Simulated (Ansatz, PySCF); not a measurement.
The pair A = SO2 (SMILES O=S=O) (first 3 atoms), B = H2 (SMILES [H][H]); geometry from B3LYP-D3(BJ)/def2-TZVP.
(charge 0, multiplicity 1):
```xyz
5

O      1.0976     0.9668     0.7281
S      0.4702     0.3573    -0.4145
O     -0.9179    -0.0095    -0.3298
H     -0.4716    -0.7169     3.4159
H     -0.2756    -0.2574     2.8643
```

Frozen-core correlation. CBS(a, b) extrapolates the correlation energy as X⁻³ and adds the Hartree–Fock energy of set b. MP2 and its Hartree–Fock in aug-cc-pV(Q+d)Z are density fitted.

Programs: Ansatz (a program for electronic structure); PySCF for the dispersion terms. Each number belongs to the level named beside it.

The monomers are drawn apart, rigid, along the line of their centres of mass. Counterpoise-corrected interaction energies (kcal/mol):

| level | R = 4.562 Å | R = 5.690 Å |
|---|---|---|
| PBE/def2-TZVPPD | -0.1274 | -0.0329 |
| PBE-D3(BJ)/def2-TZVPPD | -0.2277 | -0.0610 |
| wB97M-V/def2-TZVPPD | -0.1588 | -0.0541 |
| MP2/CBS(aug-cc-pV(T+d)Z, aug-cc-pV(Q+d)Z) + ΔCCSD(T)/aug-cc-pV(T+d)Z | -0.1660 | -0.0543 |

Task: R is the distance of the centres of mass. Find the local exponent m of E ∝ R⁻ᵐ between the two points.

Result: 
m = ln(E₁/E₂)/ln(R₂/R₁): PBE/def2-TZVPPD 6.1; PBE-D3(BJ)/def2-TZVPPD 6.0; wB97M-V/def2-TZVPPD 4.9; MP2/CBS(aug-cc-pV(T+d)Z, aug-cc-pV(Q+d)Z) + ΔCCSD(T)/aug-cc-pV(T+d)Z 5.1. For scale, two fixed dipoles give m = 3, dipole and quadrupole 4, quadrupoles 5, and dispersion or dipole-induced dipole 6 at long range; at these distances several terms mix, and what is left of overlap and damping shifts m, so it need not match one of them.
